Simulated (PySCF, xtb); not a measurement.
Si(F)(I)2(Me) (CH₃FI₂Si), SMILES [Si](C)(F)(I)I.

Geometry: B3LYP-D3(BJ)/def2-SVP. The def2 effective core potentials stand for the cores of I; spin–orbit coupling is left out.

The numbers are results of PySCF 2.14.0 with C-PCM-ωB97X/def2-SVP, not measurements.

The values are the electrostatic part of the solvation free energy, E(continuum) − E(gas) at the gas-phase geometry, in a cavity of scaled van der Waals radii (PySCF's table); cavitation and dispersion terms are not included. In vacuum the orbital gap is 10.60 eV. The dipole moment in vacuum is 2.09 D.

```json
[
 {"solvent": "water", "ε": "78.36", "ΔG(elec) (kcal/mol)": "-3.1", "dipole (D)": "2.70", "gap (eV)": "10.69"},
 {"solvent": "diethylether", "ε": "4.24", "ΔG(elec) (kcal/mol)": "-2.3", "dipole (D)": "2.54", "gap (eV)": "10.67"},
 {"solvent": "tetrahydrofuran", "ε": "7.43", "ΔG(elec) (kcal/mol)": "-2.7", "dipole (D)": "2.61", "gap (eV)": "10.68"}
]
```

For comparison, GFN2-xTB/ALPB(water) (xtb, at the GFN2-xTB geometry, all terms of that model) gives -2.7 kcal/mol.
